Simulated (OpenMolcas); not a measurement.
**An input for CH5Ge (SMILES [CH3][GeH2])**

CH5Ge: 7 atoms, total charge 0, spin state doublet. As SMILES, `[CH3][GeH2]`. Geometry: relaxed at PBE0-D4/def2-TZVP. The run starts from this shape.

| atom | x (Å) | y (Å) | z (Å) |
| --- | --- | --- | --- |
| C | -0.2476 | -0.8093 | -0.2064 |
| Ge | 0.3960 | 0.8248 | 0.6630 |
| H | -1.1532 | -1.1664 | 0.2838 |
| H | 0.5131 | -1.5881 | -0.1570 |
| H | -0.4732 | -0.6034 | -1.2556 |
| H | -0.6731 | 1.9408 | 0.6212 |
| H | 1.6992 | 1.3337 | 0.0053 |

Settings wanted:

* method: HF
* reference: UHF
* relativity: none
* integral approximation: none
* basis set: 3-21G
* task: frequencies
* temperature: 298.15 K
* pressure: 1 atm
* nucleus: point
* max steps: 50
* d and f functions: spherical

Q: Give an OpenMolcas 26.06 job that does this.

A: One that was run (others would do as well):

geom.xyz:
```
7

C     -0.247600    -0.809300    -0.206400
Ge     0.396000     0.824800     0.663000
H     -1.153200    -1.166400     0.283800
H      0.513100    -1.588100    -0.157000
H     -0.473200    -0.603400    -1.255600
H     -0.673100     1.940800     0.621200
H      1.699200     1.333700     0.005300
```

test.inp:
```
* CH5Ge Hartree-Fock
>>> EXPORT MOLCAS_PRINT=2

&GATEWAY
  BasLib = $CurrDir
  Coord = geom.xyz
  Basis = 3-21G
  Group = NoSym
>>> EXPORT MOLCAS_MAXITER=50
>>> Do While

&SEWARD

&SCF
  UHF
  Spin = 2
  PrOrbitals = 0

&SLAPAF
>>> EndDo
>>> COPY $Project.Opt.xyz $CurrDir/final.xyz
>>> COPY $Project.slapaf.h5 $CurrDir/final.slapaf.h5

&MCKINLEY
```

```bash
$ export MOLCAS_MEM=1860
$ pymolcas test.inp > test.log
```

(Basis files named in the input come from the Basis Set Exchange and aren't shown.)

Calculated total energy: -2105.85805 Eh.
